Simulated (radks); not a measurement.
Question: Species: Pd I. Configuration: [Kr] 4d10. Method: scalar-relativistic Kohn-Sham, r2SCAN, spin-polarised, spherical densities, finite nucleus; meta-GGA in the generalised Kohn-Sham scheme; Fermi nuclear charge, rms radius 4.5318 fm; computed with a radial shooting solver on a logarithmic mesh with Libxc functionals. Some entries of the table are withheld. Estimate them.

orbital,occ.,eigenvalue (hartree),<r> (bohr)
1s,2,-889.8475,0.03186
2s,2,-130.4113,0.1383
2p,6,-116.8158,0.1206
3s,2,-23.71240,0.3784
3p,6,-19.20570,(1)
3d,10,(2),0.3576
4s,2,-3.21690,(3)
4p,6,-1.93308,1.048
4d,10,-0.14781,1.576

Answer: 
(1) 3p <r> (bohr): 0.3781
(2) 3d eigenvalue (hartree): -12.06581
(3) 4s <r> (bohr): 0.9508
